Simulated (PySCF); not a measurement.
Predicted spectroscopic data

Level of theory: geometry from GFN2-xTB, NMR shieldings at PBE0/pcSseg-1/GIAO, in PySCF (equivalent nuclei averaged, non-relativistic, gas phase, one computed conformer).

Shifts are taken against calculated references (same method and geometry level): 1H (σ = 31.72 ppm), 13C (σ = 186.93 ppm) against TMS. Splittings of carbon signals by F and P are missing where no couplings were computed. Where no couplings were computed, multiplicities follow the n + 1 count of equivalent neighbours, and m marks all less simple cases (inequivalent or close neighbours, rings, F or P nearby). Shifts are as computed. Against solution values, carbons near 30 ppm lie about +3 ppm off and those near 130 ppm about +5 ppm. Of 1309 compounds with measured shifts, 239 miss one by over three times the rms of a fit or turn the order of signals round; such compounds aren't used in these exercises. OH and NH positions are gas-phase values without hydrogen bonding to other molecules.

**1.** SMILES CC[Si](N)(N)O[SiH3], C₂H₁₂N₂OSi₂. 1H NMR (600 MHz, computed): δ 5.18 (s, 3H), 1.05 (t, 3H), 0.57 (q, 2H), 0.55 (br s, 4H). 13C{1H} NMR (computed): δ 10.7 (CH2), 9.2 (CH3).

**2.** `FC([C@](C=C)(F)C#CC)F`, C₇H₇F₃. 1H NMR (600 MHz, computed): δ 6.13 (m, 1H), 6.07 (m, 1H), 6.05 (m, 1H), 5.84 (m, 1H), 2.12 (s, 3H). 13C{1H} NMR (computed): δ 139.2 (CH), 124.5 (CH2), 121.4 (CH), 97.3 (C), 93.0 (C), 79.5 (C), 4.6 (CH3).

**3.** SMILES CC(C)(C)O[SiH2]N, C₄H₁₃NOSi. 1H NMR (600 MHz, computed): δ 5.04 (s, 2H), 1.41 (s, 9H), 0.31 (br s, 2H). 13C{1H} NMR (computed): δ 72.8 (C), 33.2 (CH3).
